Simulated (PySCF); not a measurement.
These 2 structures share the formula [C5H4O3]- (charge -1 and doublet state). Method used: PBE0-D3(BJ)/def2-SVP geometry optimisation, gas phase (PySCF 2.14.0). Energies are electronic, without zero-point or thermal terms, for one conformer each. No frequencies were run at this level. Point groups hold within 0.08 Å. The open-shell SCF solutions weren't tested for stability.

**Question.** Rank from lowest to highest electronic energy at this level (kcal/mol).
A. `[O-:1][C:2]([OH:3])[c:4]1[cH:5][cH:6][o:7][cH:8]1` (charge -1 and doublet state) with O1–C2–O3–H 164°, O1–C2–C4–C5 -15°
B. `[O-:1][C:2]([OH:3])[c:4]1[cH:5][cH:6][cH:7][o:8]1` (charge -1 and doublet state) with O1–C2–O3–H 0°, O1–C2–C4–C5 -1°

**Answer.** B (0.0), A (6.3).

```json
{"SMILES": "[O-][C](O)c1ccco1", "E (Eh)": "-417.82914", "E rel (kcal/mol)": "0.0", "dipole about centre of mass (D)": "1.96", "point group": "Cs", "A, B, C (MHz)": "5156, 1604, 1223", "⟨S²⟩": "0.766"}
{"SMILES": "[O-][C](O)c1ccoc1", "E (Eh)": "-417.81911", "E rel (kcal/mol)": "6.3", "dipole about centre of mass (D)": "3.11", "point group": "C1", "A, B, C (MHz)": "5090, 1553, 1200", "⟨S²⟩": "0.759"}
```

**Question.** How do the relative energies change in single points at B3LYP/IGLO-III on C O, pcH-1 on H (no added dispersion term) on the same geometries?

**Answer.** 
| SMILES | PBE0-D3(BJ)/def2-SVP (kcal/mol) | B3LYP/IGLO-III on C O, pcH-1 on H (kcal/mol) | shift |
| --- | --- | --- | --- |
| [O-][C](O)c1ccco1 | 0.0 | 0.0 | 0.0 |
| [O-][C](O)c1ccoc1 | 6.3 | 6.9 | +0.6 |

Each column counts from its own lowest isomer. The order is unchanged; the largest shift is 0.6 kcal/mol.
